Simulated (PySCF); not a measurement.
Ta(O)(OH)2(NH2) (H4NO3Ta), SMILES [OH][Ta](=[O])([OH])[NH2], multiplicity 1. Geometry optimised at B3LYP-D3(BJ)/def2-SVP. The spin state was assumed, not searched. The structure was generated by enumeration; whether it is a known compound was not checked. The def2 effective core potentials stand for the cores of Ta; spin–orbit coupling is left out. One conformer was computed; it need not be the lowest.

Level of theory: B3LYP-D3(BJ)/def2-SVP (PySCF).

Harmonic wavenumbers (cm⁻¹): 177, 178, 183, 188, 214, 321, 337, 351, 460, 465, 479, 593, 674, 706, 709, 988, 1513, 3540, 3633, 3901, 3905. Rotational constants (GHz): 3.180, 3.131, 2.763; symmetry number 1.

### Question
Work out the zero-point energy and the ideal-gas rigid-rotor harmonic-oscillator thermochemistry at 298.15 K and 1 atm.

### Answer
ZPE = ½ Σ hcν = ½ × 23513 cm⁻¹ = 140.64 kJ/mol. H − E(el) = 164.55 kJ/mol. Entropy in J/(mol K): translation 177.46, rotation 112.38, vibration 78.27, total 368.11. G − E(el) = 54.80 kJ/mol. Cp = 125.60 J/(mol K).
